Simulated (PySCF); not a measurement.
Excitation energy of C by level of theory

C [He] 2s2 2p2 (3P) → C [He] 2s2 2p1 3d1 (high-spin determinant), as a difference of total energies. Calculation: PySCF 2.14, in aug-cc-pVTZ with one added diffuse shell each of s, p, d, f type (6s5p4d3f, 62 functions); no relativity, point nucleus. Correlated levels: valence: 1s2 frozen. The calculations carry no spin-orbit coupling.

```
           method  excitation energy (eV)
              UHF                   9.597
    MP2 (valence)                   9.990
SCS-MP2 (valence)                   9.873
   CCSD (valence)                  10.011
CCSD(T) (valence)                   9.881
```

Q: How much does correlation contribute at CCSD(T) (valence)?

A: 9.881 − (9.597) = 0.284 eV, measured against UHF.

The promoted electron is Rydberg-like, and one or two diffuse shells describe it only roughly, which tends to raise the upper state.

The coupled-cluster amplitudes are large for the upper state (T1 above 0.03 or a double amplitude above 0.15), so a single reference is strained.

The determinant of the upper state mixes LS terms, which raises its energy above the lowest term, most at the Hartree-Fock and MP2 levels.
